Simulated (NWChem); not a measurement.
Everything below was run with NWChem. System: vinylene carbonate (C$_{3}$H$_{2}$O$_{3}$), charge 0, spin multiplicity 1, at a geometry optimised with B3LYP/def2-SVP. Level: MP2/cc-pVDZ, 6 core orbitals frozen.

Output (cleaned and shortened):

```
             Northwest Computational Chemistry Package (NWChem) 7.3.0
             --------------------------------------------------------

                                NWChem Input Module
                                -------------------

 Scaling coordinates for geometry "geometry" by  1.889725989
 (inverse scale =  0.529177249)

 Turning off AUTOSYM since
 SYMMETRY directive was detected!

                             Geometry "geometry" -> ""
                             -------------------------

 Output coordinates in angstroms (scale by  1.889725989 to convert to a.u.)

  No.       Tag          Charge          X              Y              Z
 ---- ---------------- ---------- -------------- -------------- --------------
    1 O                    8.0000     0.00000000     0.00000000    -1.97534900
    2 C                    6.0000     0.00000000     0.00000000    -0.78853100
    3 O                    8.0000    -1.10383800     0.00000000     0.02293600
    4 C                    6.0000    -0.66849200     0.00000000     1.32820200
    5 C                    6.0000     0.66849200     0.00000000     1.32820200
    6 O                    8.0000     1.10383800     0.00000000     0.02293600
    7 H                    1.0000    -1.41734300     0.00000000     2.11429200
    8 H                    1.0000     1.41734300     0.00000000     2.11429200

 Effective nuclear repulsion energy (a.u.)     229.3745336870

            Nuclear Dipole moment (a.u.)
            ----------------------------
        X                 Y               Z
 ---------------- ---------------- ----------------
     0.0000000000     0.0000000000     0.0000113384

      Symmetry information
      --------------------

 Group name             C2v
 Group number             16
 Group order               4
 No. of unique centers     5

      Symmetry unique atoms

     1    2    3    4    7


 Summary of "ao basis" -> "" (spherical)
 ------------------------------------------------------------------------------
       Tag                 Description            Shells   Functions and Types
 ---------------- ------------------------------  ------  ---------------------
 *                          cc-pvdz                   on all atoms

 Summary of "ao basis" -> "ao basis" (spherical)
 ------------------------------------------------------------------------------
       Tag                 Description            Shells   Functions and Types
[...]
    2 C    6     5.38   2.00  0.69  0.19  1.82  0.34  0.33
    3 O    8     8.37   2.00  0.83  0.93  2.84  1.74  0.02
    4 C    6     5.87   2.00  0.66  0.42  1.96  0.70  0.12
    5 C    6     5.87   2.00  0.66  0.42  1.96  0.70  0.12
    6 O    8     8.37   2.00  0.83  0.93  2.84  1.74  0.02
    7 H    1     0.92   0.74  0.14  0.03
    8 H    1     0.92   0.74  0.14  0.03

       Multipole analysis of the density wrt the origin
       ------------------------------------------------

     L   x y z        total         open         nuclear
     -   - - -        -----         ----         -------
     0   0 0 0     -0.000000      0.000000     44.000000

     1   1 0 0     -0.000000      0.000000      0.000000
     1   0 1 0     -0.000000      0.000000      0.000000
     1   0 0 1      1.976922      0.000000      0.000011

     2   2 0 0    -24.424294      0.000000    103.116747
     2   1 1 0      0.000000      0.000000      0.000000
     2   1 0 1     -0.000000      0.000000      0.000000
     2   0 2 0    -24.602320      0.000000      0.000000
     2   0 1 1      0.000000      0.000000      0.000000
     2   0 0 2    -24.816491      0.000000    232.351446

                   NWChem MP2 Semi-direct Energy/Gradient Module
                   ---------------------------------------------

  Basis functions       =     94
  Molecular orbitals    =     94
  Frozen core           =      6
  Frozen virtuals       =      0
  Active alpha occupied =     16
  Active beta occupied  =     16
  Active alpha virtual  =     72
  Active beta virtual   =     72
  Use MO symmetry       = T
  Use skeleton AO sym   = T

  AO/Fock/Back tols     =   1.0D-09  1.0D-09  1.0D-09

 GA uses MA = F    GA memory limited = T

 Available:
  local mem=  1.26D+08
 global mem=  1.44D+08
 local disk=  0.00D+00
  mp2_memr nvloc                    72
  nvloc new                    72
   1 passes of  16:        3145728                      47401                  17253025.
   1 passes of  16: M    126145673           G      144161528           F     122999945.

 Semi-direct pass number   1 of   1  for RHF alpha+beta  at        1.2s
  vrange nnbf                  4401
  mp2_eaftype                    65  avail_ma_in_mb                  1099
 EAF : mp2_eaftype filesize          65    8626512.
  mp2_eaf for mointskh                     65
Node 0 wrote     40.6 Mb in      0.0 s     Agg I/O rate:  1508.7 Mb/s
 Done moints_semi at        4.3s
  mp2_eaftype                    65  avail_ma_in_mb                  1034
 EAF : mp2_eaftype filesize          65    8626512.
  mp2_eaf for kh                    65
 Done maket at        4.4s
 Done multipass loop at        4.4s

          -------------------------------------------
          SCF energy                -339.361400574768
          Correlation energy          -0.921394107135
          Singlet pairs               -0.542975040690
          Triplet pairs               -0.378419066444
          Total MP2 energy          -340.282794681903
          -------------------------------------------

          ---------------------------------------------------
                    Spin Component Scaled (SCS) MP2
          Same spin pairs                     -0.252279377630
          Same spin scaling factor             0.333333333333
          Opposite spin pairs                 -0.669114729505
          Opposite spin scaling fact.          1.200000000000
          SCS-MP2 correlation energy          -0.887030801283
          Total SCS-MP2 energy              -340.248431376051
          ---------------------------------------------------

 -----------------------
 Performance information
 -----------------------

 Timer overhead =  1.05D-07 seconds/call

               Nr. of calls         CPU time (s)                 Wall time (s)                GFlops
             ---------------    -------------------     ------------------------------   -------------------
Name         Min   Avg   Max    Min     Avg     Max     Min     Avg     Max   Mx/calls   Min     Max     Sum
mp2: moin     1     1     1    3.1     3.1     3.1      3.1     3.1     3.1     3.1      0.0     0.0     0.0
mp2: make     1     1     1   0.13    0.13    0.13     0.13    0.13    0.13    0.13      0.0     0.0     0.0
mp2: tota     1     1     1    3.3     3.3     3.3      3.3     3.3     3.3     3.3      0.0     0.0     0.0

 The average no. of pstat calls per process was 3.00D+00
 with a timing overhead of 3.14D-07s

 Task  times  cpu:        4.4s     wall:        4.4s

 Total times  cpu:        4.5s     wall:        4.5s
```

Problem. Write an NWChem input that would produce this output.

Solution. This is not unique; one that fits is 
```
start mol
memory heap 200 mb stack 900 mb global 1100 mb
geometry units angstroms nocenter noautoz
  O      0.000000     0.000000    -1.975349
  C      0.000000     0.000000    -0.788531
  O     -1.103838     0.000000     0.022936
  C     -0.668492     0.000000     1.328202
  C      0.668492     0.000000     1.328202
  O      1.103838     0.000000     0.022936
  H     -1.417343     0.000000     2.114292
  H      1.417343     0.000000     2.114292
  symmetry group C2v
end
basis spherical
  * library cc-pvdz
end
scf
  rhf
  nopen 0
  maxiter 100
  thresh 1e-7
  semidirect memsize 60000000 filesize 0
end
mp2
  freeze core 6
end
task mp2 energy
```
